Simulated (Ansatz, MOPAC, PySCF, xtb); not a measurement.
Complex: CH4O (SMILES CO) (first 6 atoms) with H2 (SMILES [H][H]); geometry from B3LYP-D3(BJ)/def2-TZVP, rigid monomers moved along the line of their centres of mass till O2···H7 is 2.29 Å.
(charge 0, multiplicity 1):
```xyz
8

C      0.686     0.349    -0.355
O     -0.661     0.203     0.077
H      1.373    -0.281     0.219
H      0.956     1.391    -0.190
H      0.802     0.125    -1.420
H     -0.936    -0.707    -0.072
H     -0.209    -0.160     2.296
H      0.061    -0.399     2.949
```

Interaction energies are E(AB) − E(A) − E(B) at the monomers' geometry in the complex; basis-set methods are counterpoise corrected. Rows marked so take none.

Cores are frozen in the correlated methods. Rows in 6-31G* carry no dispersion term and start afresh at each structure (6-31G* with six Cartesian d functions). MP2/6-31G* freezes PySCF's default core. The state that AM1 reach isn't checked.

The values were computed with Ansatz (Gaussian orbitals); MOPAC for AM1 (differences of heats of formation); PySCF for 6-31G* rows, the dispersion terms; xtb for the GFN methods. 

```csv
level,interaction energy (kcal/mol)
AM1,-0.79
GFN1-xTB,0.15
GFN2-xTB,-0.11
PBE-D3(BJ)/def2-TZVPPD,-0.80
PBE-D4/def2-TZVPPD,-0.75
r2SCAN/def2-TZVPPD,-0.23
B3LYP/6-31G* (no counterpoise),-1.23
MP2/6-31G* (no counterpoise),[?]
CCSD/aug-cc-pVTZ,-0.14
```

Complete the blanks.


- MP2/6-31G* (no counterpoise), interaction energy (kcal/mol): -0.88

Ansatz is a program for electronic structure.
